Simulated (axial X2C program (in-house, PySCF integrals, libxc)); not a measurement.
**Correcting the dissociation energy of GeC⁺ for spin–orbit coupling**

A spin-free PBE0 curve (one-electron X2C) was computed with an in-house relativistic program for diatomic molecules, basis Ge dyall-cv3z [9s9p7d4f1g], C dyall-v3z [7s6p2d1f] (cores contracted in-house), for the state M_S = 3/2, Λ = 0 (beyond evenly filled blocks: σα, π+α, π-α). It gives D0 = 3.293 eV to Ge+ + C, which in a spin-free picture are the weighted means of the ground terms.

Measured levels of the ground terms (NIST Handbook of Basic Atomic Spectroscopic Data), in cm⁻¹: Ge+ 2P: J = 1/2 at 0, J = 3/2 at 1767.4; C 3P: J = 0 at 0, J = 1 at 16.4, J = 2 at 43.4.

The molecular state has Λ = 0, so it has no first-order lowering.

Question: How far does each ground level lie under the (2J+1)-weighted mean of its term?

Answer: Ge+: (2 × 0 + 4 × 1767.4)/6 = 1178 cm⁻¹; C: (1 × 0 + 3 × 16.4 + 5 × 43.4)/9 = 30 cm⁻¹.

Question: Correct D0.

Answer: D0 = 3.293 + (0 − 1208)/8065.5 = 3.143 eV at PBE0 with these spin–orbit terms.

Second-order spin–orbit effects in the molecule, which grow quickly with Z, are left out. Occupations by symmetry block were frozen at the best pattern of an incomplete PBE0 search. De is counted from the lowest determinant-based energies of the atoms at the same level, without counterpoise correction.
